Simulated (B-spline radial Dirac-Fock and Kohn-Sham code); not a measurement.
Dipole and non-dipole photoemission parameters of V 3p1/2

System: the V atom, configuration 1s2 2s2 2p6 3s2 3p6 3d3 4s2; threshold 49.87 eV (orbital energy of the model). The computed values come from a radial B-spline solver: Dirac-Hartree-Slater photoionisation with a Latter tail; cross sections with all multipoles, angular parameters from the dipole term and its interference with E2.

```csv
hν (eV),σ (kb),β,γ,δ
80,279,-0.220,0.046,0.041
87.2,311,0.105,0.112,0.028
100,355,0.553,0.149,0.014
143,364,1.215,0.079,-0.001
259,200,1.568,-0.021,0.000
260,199,1.569,-0.021,0.000
400,96.9,1.627,0.015,0.004
521,57.4,1.620,0.075,0.006
530,55.4,1.618,0.079,0.006
652,35.4,1.595,0.143,0.008
849,19.2,1.547,0.239,0.012
944,14.8,1.523,0.282,0.014
1486.9,4.62,1.393,0.482,0.027
1560,4.06,1.377,0.504,0.029
2860,0.723,1.144,0.793,0.064
2984.4,0.636,1.126,0.813,0.068
4480,?,?,?,?
5480,0.0944,0.858,1.086,0.135
5870,0.0754,0.827,1.115,0.145
7120,0.0397,0.743,1.191,0.176
8047.8,0.0262,0.691,1.238,0.198
8520,0.0216,0.667,1.260,0.209
9020,0.0178,0.644,1.281,0.220
9120,0.0171,0.639,1.285,0.222
9251.7,0.0163,0.633,1.291,0.225
10900,0.00924,0.569,1.352,0.260
11500,0.00766,0.549,1.372,0.272
12000,0.00660,0.533,1.388,0.282
```

Task: Give the values at 4480 eV.

Result: σ = 0.181 kb, β = 0.948, γ = 1.000, δ = 0.109.
